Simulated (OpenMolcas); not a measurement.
## 5s2 5p4 along the 52-electron sequence

| Item | Value |
| --- | --- |
| Program | OpenMolcas 26.06 |
| Method | CASSCF |
| Basis | ANO-R2 |
| Scalar Hamiltonian | X2C, finite nucleus |
| Spin-orbit coupling | state interaction with AMFI integrals over the reference wave functions, term energies averaged over their components |

Active space for each ion: 4 electrons in 3 orbitals (5p).

Computed levels in cm-1 above 3P2:

```tsv
Level	Te	I+	Xe2+
3P1	4222	6178	8500
3P0	4779	6531	8347
1D2	12397	15451	18674
1S0	27152	33080	39192
weight of 3P in the lowest level (%)	95	94	92
```

Measured, with the error of the calculation in %. Measured levels: Te, I+ from NIST Handbook of Basic Atomic Spectroscopic Data; Xe2+ from Saloman, J. Phys. Chem. Ref. Data 33, 765 (2004).

```csv
Level,Te,I+,Xe2+
3P1,4751 (-11.1),7087 (-12.8),9794 (-13.2)
3P0,4706 (+1.5),6448 (+1.3),8130 (+2.7)
1D2,10558 (+17.4),13727 (+12.6),17099 (+9.2)
1S0,23198 (+17.0),29501 (+12.1),36103 (+8.6)
```

The fine-structure level 3P0 changes by a factor of 1.75 from Te to Xe2+. Its fourth root runs 8.31, 8.99, 9.56, with steps per unit of Z of 0.68, 0.57; equal steps would mean a (Z - σ)^4 law with constant σ.

1D2 changes by a factor of 1.51 over the same range, with steps per unit of Z of +3050, +3220 cm-1.

With the s shell closed, the reference lacks s² → p² mixing. Computed and measured levels are paired by configuration, term and J; levels that our copy of the source lacks, or whose pairing is in doubt (as where it misses far off the trend of its configuration), stay unpaired and out of the deviations. Levels of configurations outside the active space are missing.
